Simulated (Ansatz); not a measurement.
This geometry of CH$_{4}$AlNS (8 atoms, charge 0, multiplicity 1) is a first-order saddle point.

Level of theory: RKS PBE-D4/6-31G* (Ansatz).

```xyz
8
Properties=species:S:1:pos:R:3
Al -0.068 1.822 -0.506
N -0.435 0.161 0.036
C -0.456 -1.012 0.457
S 1.048 -1.950 1.053
H 0.226 1.996 -2.063
H -0.179 2.965 0.600
H -1.378 -1.614 0.556
H 1.334 -2.425 -0.189
```

(1) Which two structures does it join? (They come from a converged band through this point; their orientation in space is the band's.)

(2) How far does it lie above each of them?

Results:

(1) No bond is made or broken. The dihedral N2–C3–S4–H8 goes from -180 to 0°.

First end point:

```xyz
8
Properties=species:S:1:pos:R:3
Al -0.181 1.958 -0.481
N -0.250 0.230 -0.084
C -0.191 -0.987 0.206
S 1.357 -1.857 0.528
H -0.077 2.338 -2.028
H -0.284 2.983 0.738
H -1.075 -1.650 0.295
H 0.793 -3.072 0.769
```

Last end point:

```xyz
8
Properties=species:S:1:pos:R:3
Al -0.073 1.758 -0.426
N -0.332 0.046 -0.046
C -0.530 -1.163 0.223
S 0.714 -2.408 0.609
H 0.141 2.131 -1.964
H -0.067 2.777 0.803
H -1.532 -1.636 0.257
H 1.772 -1.562 0.488
```

(2) 0.33 eV above the first and 0.36 eV above the second. This is the barrier of this one path; another mechanism may lie lower.

Time of the run: 6.2 min on 1 thread of Arm Neoverse V2, with other jobs on the host, peak memory 0.12 GiB.
